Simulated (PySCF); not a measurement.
MoOCl₄, SMILES [O]=[Mo]([Cl])([Cl])([Cl])[Cl], multiplicity 1.

Geometry optimised at B3LYP-D3(BJ)/def2-SVP. The multiplicity is an assumed one; no other spin state was optimised. The isomer is the one that the SMILES or the coordinates give; other isomers of the formula were not compared. The def2 effective core potentials stand for the cores of Mo; spin–orbit coupling is left out.

The numbers are results of B3LYP-D3(BJ)/def2-SVP (PySCF), not measurements.

Frequencies are harmonic and unscaled.

```csv
mode,ν (cm⁻¹),IR (km/mol),Raman (Å⁴/amu),depolarisation,moving atoms (share of kinetic energy)
1,40,5.4,3.0,0.75,"Cl 84 %, O 16 %"
2,40,5.4,3.0,0.75,"Cl 84 %, O 16 %"
3,149,5.9,2.6,0.75,"Cl 72 %, Mo 23 %"
4,149,5.9,2.6,0.75,"Cl 72 %, Mo 23 %"
5,196,1.4,0.3,0.17,"Cl 66 %, Mo 28 %"
6,251,12.1,6.3,0.75,"O 59 %, Cl 36 %"
7,251,12.1,6.3,0.75,"O 59 %, Cl 36 %"
8,320,39.9,8.7,0.75,"Cl 88 %, Mo 11 %"
9,382,13.4,28.6,0.00,"Cl 90 %, Mo 9 %"
10,419,78.3,2.4,0.75,"Cl 65 %, Mo 33 %"
11,419,78.3,2.4,0.75,"Cl 65 %, Mo 33 %"
12,1015,177.4,22.9,0.16,"O 86 %, Mo 14 %"
```
